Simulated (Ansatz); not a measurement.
How methods differ on B2NH2OF (SMILES OB1NB1F)

B2NH2OF has 7 atoms, charge 0, and is taken as a singlet. As SMILES, `OB1NB1F`. Geometry: optimised at PBE0/def2-SVP. This is one conformer, not always the lowest.

```xyz
7

O    -1.2817    0.1744    1.3139
B    -0.3832    0.1472    0.3120
N     0.6330   -0.7687   -0.0949
B     0.5859    0.3437   -0.9550
F     1.2521    0.7247   -2.0292
H    -1.8280    0.9660    1.2877
H     1.0831   -1.6553    0.1200
```

Quantity: the dissociation energy of the B2–O1 bond into doublet B2NHF and doublet OH (shapes relaxed at PBE0/def2-SVP, no zero-point term), in eV. The values are calculated.

```csv
level,kind,program,value (eV),CPU time (all runs)
HF/def2-SVP,Hartree–Fock,Ansatz,5.00,1.1 s
SVWN5/def2-SVP,LDA,Ansatz,7.65,1.8 s
BLYP/def2-SVP,GGA,Ansatz,6.48,3.3 s
PBE/def2-SVP,GGA,Ansatz,6.65,3.2 s
r2SCAN/def2-SVP,meta-GGA,Ansatz,6.38,7.6 s
B3LYP/def2-SVP,global hybrid,Ansatz,6.47,4.2 s
CAM-B3LYP/def2-SVP,range-separated hybrid,Ansatz,6.61,4.3 s
RPA@PBE/def2-SVP,RPA,Ansatz,5.95,4.9 s
MP2/def2-SVP,perturbation theory,Ansatz,6.60,1.3 s
```

The values span 5.00 to 7.65 eV. Hartree–Fock misses the correlation of the electron pair that is broken and comes out low. Measured bond enthalpies also hold zero-point and thermal terms, a few tenths of an eV less. Times are those of the runs behind each value, whatever else they computed, on shared processors of several kinds: orders of magnitude only.
